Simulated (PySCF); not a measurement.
## SMILES C#CC=C=C(C#C)C=O, C8H4O

Molfile (atoms numbered from 1):
```
C8H4O
     RDKit          3D

 13 12  0  0  0  0  0  0  0  0999 V2000
   -3.7266   -0.9341   -0.7752 C   0  0  0  0  0  0  0  0  0  0  0  0
   -2.6738   -0.9655   -0.1751 C   0  0  0  0  0  0  0  0  0  0  0  0
   -1.4526   -1.0257    0.5532 C   0  0  0  0  0  0  0  0  0  0  0  0
   -0.3459   -0.4158    0.1997 C   0  0  0  0  0  0  0  0  0  0  0  0
    0.7626    0.2312   -0.1216 C   0  0  0  0  0  0  0  0  0  0  0  0
    1.7732   -0.3323   -0.9588 C   0  0  0  0  0  0  0  0  0  0  0  0
    2.6625   -0.7596   -1.6639 C   0  0  0  0  0  0  0  0  0  0  0  0
    0.9822    1.6256    0.4106 C   0  0  0  0  0  0  0  0  0  0  0  0
    0.2304    2.1952    1.1493 O   0  0  0  0  0  0  0  0  0  0  0  0
   -4.6574   -0.8986   -1.3113 H   0  0  0  0  0  0  0  0  0  0  0  0
   -1.4365   -1.6262    1.4751 H   0  0  0  0  0  0  0  0  0  0  0  0
    3.4428   -1.1514   -2.2906 H   0  0  0  0  0  0  0  0  0  0  0  0
    1.9315    2.0888    0.0447 H   0  0  0  0  0  0  0  0  0  0  0  0
  1  2  3  0
  2  3  1  0
  3  4  2  0
  4  5  2  0
  5  6  1  0
  6  7  3  0
  5  8  1  0
  8  9  2  0
  1 10  1  0
  3 11  1  0
  7 12  1  0
  8 13  1  0
M  END
```

The calculation used PySCF, TDDFT CAM-B3LYP/aug-cc-pVDZ circular dichroism and optical rotation, one conformer, gas phase. Geometry: PBE0-D3(BJ)/def2-SVP.

No stereocentre is labelled: unless the shape is locked (an allene, a helicene, a hindered biaryl), the mirror image is equally populated and a measured rotation or CD is zero.

What is the specific rotation at 633, 589.3, 546, 436, 405, 365 nm?

[α] in deg dm⁻¹ (g/mL)⁻¹:
```
λ (nm)  origin-invariant length gauge  modified velocity gauge  length gauge (centre of mass)  isotropic polarisability (au)
   633                          -68.9                    -64.9                          -68.3                          113.6
 589.3                          -82.5                    -77.3                          -81.7                          114.6
   546                         -101.0                    -94.0                         -100.0                          116.0
   436                         -210.3                   -189.0                         -208.3                          122.1
   405                         -296.7                   -260.8                         -294.1                          125.2
   365                         -638.5                   -534.8                         -634.6                          131.4
```

The shortest wavelength is close to the first absorption, where this undamped response comes out too large.

And for the mirror image at 589.3 nm?

+82.5 deg dm⁻¹ (g/mL)⁻¹ (origin-invariant length gauge): the same size and the opposite sign.

What is the molar rotation [Φ] = [α]·M/100 of the geometry above at 589.3 nm?

With M = 116.12 g/mol, -95.8 deg cm² dmol⁻¹ (origin-invariant length gauge).

The first excitation lies at 3.77 eV (329 nm) with R = -1.6 × 10⁻⁴⁰ esu² cm² (velocity form).
